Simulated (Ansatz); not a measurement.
Consider the formal exchange of groups at the Al–C bond: `[CH3][AlH][c]1ccccc1` + `[BH2][AlH][S]C` → `[BH2][AlH][AlH][CH3]` + `CSc1ccccc1`.

Calculated with Ansatz (gas phase, PBE0-D4/def2-TZVP geometries, no zero-point term in ΔE). CCSD(T)/CBS adds triple-zeta CCSD(T) − MP2 to the extrapolated MP2 energy (def2 sets, frozen cores). DFT in def2-TZVPP. B3LYP here is the variant with VWN-RPA as its local correlation; programs differ in this. Each species was taken in one conformer, which may not be the lowest.

`[CH3][AlH][c]1ccccc1`:

Z-matrix (Å, degrees):
```
C
Al 1 1.952
H 1 1.092 2 112.8
H 1 1.096 2 111.0 3 -120.9
H 1 1.095 2 111.1 3 121.0
C 2 1.946 1 120.0 3 -179.1
H 2 1.592 1 122.6 3 0.9
C 6 1.400 2 121.0 1 -179.9
C 6 1.401 2 121.7 1 0.1
C 8 1.387 6 121.6 2 180.0
H 8 1.087 6 119.6 2 -0.0
C 9 1.387 6 121.6 2 -180.0
H 9 1.087 6 119.8 2 0.0
C 10 1.387 8 119.8 6 0.0
H 10 1.085 8 120.2 6 -180.0
H 12 1.085 9 120.2 6 180.0
H 14 1.084 10 120.0 8 180.0
```

`[BH2][AlH][S]C`:

Z-matrix (Å, degrees):
```
C
S 1 1.823
H 1 1.089 2 111.2
H 1 1.089 2 111.5 3 -123.0
H 1 1.089 2 107.1 3 118.5
Al 2 2.182 1 103.1 3 67.7
B 6 2.121 2 119.0 1 -0.1
H 6 1.588 2 114.7 1 -179.9
H 7 1.200 6 122.6 2 -91.2
H 7 1.200 6 122.7 2 88.0
```

`[BH2][AlH][AlH][CH3]`:

Z-matrix (Å, degrees):
```
C
Al 1 1.961
H 1 1.096 2 110.2
H 1 1.092 2 114.4 3 122.1
H 1 1.096 2 109.6 3 -116.6
Al 2 2.602 1 124.1 3 -125.8
H 2 1.601 1 116.2 3 55.3
B 6 2.104 2 121.6 1 -88.7
H 6 1.602 2 119.3 1 91.2
H 8 1.201 6 122.8 2 -87.8
H 8 1.202 6 122.6 2 88.0
```

`CSc1ccccc1`:

```xyz
16

C     1.425   -1.006    2.345
S     0.994   -1.827    0.814
C     0.155   -0.582   -0.091
C    -0.311   -0.941   -1.358
C    -0.983   -0.023   -2.141
C    -1.206    1.269   -1.680
C    -0.745    1.626   -0.424
C    -0.068    0.711    0.371
H     1.952   -1.752    2.940
H     0.538   -0.684    2.893
H     2.092   -0.160    2.174
H    -0.141   -1.947   -1.725
H    -1.337   -0.319   -3.122
H    -1.734    1.987   -2.295
H    -0.911    2.630   -0.050
H     0.280    1.017    1.348
```

```tsv
level	ΔE (kJ/mol)	difference from CCSD(T)/CBS
r2SCAN-D4	140.0	-10.2
PBE0-D4	132.7	-17.5
ωB97M-V	158.0	7.8
PBE	122.1	-28.1
r2SCAN	139.9	-10.3
B3LYP	145.3	-4.9
SCS-MP2/def2-TZVPP	155.4	5.2
MP2/def2-QZVPP	157.9	7.7
SCS-MP2/def2-QZVPP	157.4	7.2
HF/CBS(def2)	165.5	15.3
CCSD(T)/CBS	150.2	0
```

Largest T1 diagnostic among the species: 0.013.

In def2-TZVPP, CCSD(T) changes the Hartree–Fock value by −17.9 kJ/mol (the triples alone add −2.6 kJ/mol) and MP2 by −9.2 kJ/mol. From PBE to PBE0 (25 % exact exchange), in def2-TZVPP and without D4, ΔE moves by +10.0 kJ/mol.
